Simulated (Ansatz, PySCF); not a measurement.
This PySCF input computes a CAM-B3LYP/def2-TZVPD energy:

```python
from pyscf import gto, scf, dft

mol = gto.M(
    atom='''
    Se   -0.00000000   -0.00000000   -0.68077172
    Cl    0.00000000    0.00000000    1.36154344
    ''',
    basis='def2-tzvpd',
    charge=1,
    spin=0,
    verbose=4,
)

mf = dft.RKS(mol, xc='camb3lyp').density_fit(auxbasis='def2-universal-jkfit')
mf.grids.level = 3
mf.conv_tol = 1e-9
mf.max_cycle = 100
mf.max_memory = 1500
mf.kernel()
if not mf.converged:
    mf = mf.newton()
    mf.kernel(mf.make_rdm1())
mf.analyze()
```

Q: Write an input for the same energy in Ansatz (a first-principles code) and say what it gives.

A: 
Ansatz 0.2 input:
```yaml
crystal:
  periodic: [false, false, false]
  atoms:
    - {symbol: Se, position_ang: [-0.00000000, -0.00000000, -0.68077172]}
    - {symbol: Cl, position_ang: [0.00000000, 0.00000000, 1.36154344]}
basis:
  gaussian:
    orbitals: def2-TZVPD
hamiltonian:
  xc: {name: CAM-B3LYP}
total_charge: 1
output: {forces: true}
```
It gives -2861.49279 Eh, and PySCF -2861.49282 Eh, a difference of 0.03 mEh, from the treatment of integrals and grids.

This is an excited singlet: at this geometry the triplet lies 1.04 eV lower at CCSD(T)/CBS(def2-TZVPPD,def2-QZVPPD).
